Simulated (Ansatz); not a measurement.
Isolated molecules relaxed with PBE0-D4/def2-TZVP in Ansatz; ΔE leaves out vibrations. CCSD(T)/CBS is the MP2 limit (def2-TZVPP, def2-QZVPP) plus CCSD(T) − MP2 in def2-TZVPP, frozen cores. Functionals use def2-TZVPP. Each species was taken in one conformer, which may not be the lowest.

Consider the ligand exchange at the Si–S bond: `CO[SiH2]S[SiH3]` + `F[SiH](F)S` → `CO[SiH2]S[SiH](F)F` + `[SiH3]S`.

`CO[SiH2]S[SiH3]`:

Z-matrix (Å, degrees):
```
C
O 1 1.410
H 1 1.091 2 108.1
H 1 1.095 2 111.1 3 119.3
H 1 1.096 2 111.4 3 -119.3
Si 2 1.633 1 123.9 3 178.0
S 6 2.139 2 112.6 1 59.0
H 6 1.477 2 105.7 1 177.4
H 6 1.490 2 110.6 1 -60.8
Si 7 2.136 6 97.7 2 -101.1
H 10 1.484 7 111.4 6 -68.5
H 10 1.483 7 106.3 6 172.0
H 10 1.486 7 111.0 6 52.9
```

`F[SiH](F)S`:

```xyz
6

F    -0.253    0.147   -1.676
Si   -0.490   -0.045   -0.120
F    -0.527   -1.614    0.106
S     1.044    0.854    1.005
H    -1.782    0.541    0.261
H     2.008    0.116    0.424
```

`CO[SiH2]S[SiH](F)F`:

Cartesian coordinates in Å:
```
C -0.183 0.672 1.826
O 0.654 0.120 0.829
Si 0.564 -1.409 0.253
S 0.776 -1.297 -1.874
Si -0.158 0.581 -2.080
F -1.532 0.629 -1.282
F -0.508 0.739 -3.618
H -1.184 0.230 1.801
H -0.270 1.743 1.643
H 0.252 0.517 2.817
H 1.679 -2.263 0.727
H -0.743 -1.998 0.636
H 0.652 1.737 -1.678
```

`[SiH3]S`:

```xyz
6

Si   -0.117   -0.454    0.242
S    -0.468    1.505   -0.535
H     0.275   -1.406   -0.829
H    -1.412   -0.865    0.835
H     0.939   -0.447    1.286
H     0.782    1.667   -0.999
```

```tsv
level	ΔE (kJ/mol)
PBE-D4	4.2
PBE0-D4	3.3
PBE	5.1
r2SCAN	2.5
HF/def2-TZVPP	0.9
SCS-MP2/def2-TZVPP	2.8
HF/def2-QZVPP	1.2
MP2/def2-QZVPP	3.8
```

(1) What does CCSD(T)/CBS give? (An estimate is asked.)

Largest T1 diagnostic among the species: 0.012.

Results:

(1) Computed: +3.2 kJ/mol. The listed levels differ from it by 1.0, 0.1, 1.9, -0.7, -2.3, -0.4, -2.0, 0.6 kJ/mol.
